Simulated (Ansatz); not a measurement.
The same path of GaH3 + H3P (8 atoms, charge 0, multiplicity 1) was run twice with different band settings. Lost on the way: Ga1–H2, P5–H8. Made: Ga1–P5, H2–H8.

These are results of RKS r2SCAN/def2-SVP (Ansatz 0.2.0), not measurements.

Relaxed end points:

```xyz
8
Properties=species:S:1:pos:R:3
Ga 0.070 0.042 0.079
H 0.492 0.606 1.477
H 1.159 -0.227 -1.012
H -1.447 -0.058 -0.294
P 0.169 -3.029 1.116
H -0.133 -2.728 -0.248
H 1.333 -2.199 1.147
H -0.693 -2.015 1.638
```

```xyz
8
Properties=species:S:1:pos:R:3
Ga 0.099 -0.702 -0.081
H -0.363 0.598 1.864
H 1.346 0.235 -0.211
H -1.317 -0.258 -0.573
P 0.365 -2.836 0.800
H -0.448 -3.461 -0.193
H 1.594 -3.089 0.120
H -0.327 -0.097 2.178
```

Common settings: movable images 7; climbing image yes; optimiser quadratic models (default); start path through a guess of the saddle point; force threshold 0.05 eV/Å; iteration limit 60; end points relaxed.

| run | spring |
| --- | --- |
| 1 | 5.0 eV/Å² |
| 2 | 0.1 eV/Å² |

Q: What does each run give, and how far can it be trusted?

A: Run 1: converged after 15 iterations, highest image 0.883 eV above the first end. A vibrational analysis at the climbing image gives one clearly imaginary mode, 1103i cm⁻¹: a first-order saddle point.
Run 2: converged after 10 iterations, highest image 0.884 eV above the first end. Another band between the same ends (7 images) ends at a top of the same energy, where a vibrational analysis finds 1 clearly imaginary mode.
The orbitals stay closed-shell, which can raise the energy where a bond breaks towards radicals; this wasn't checked here.
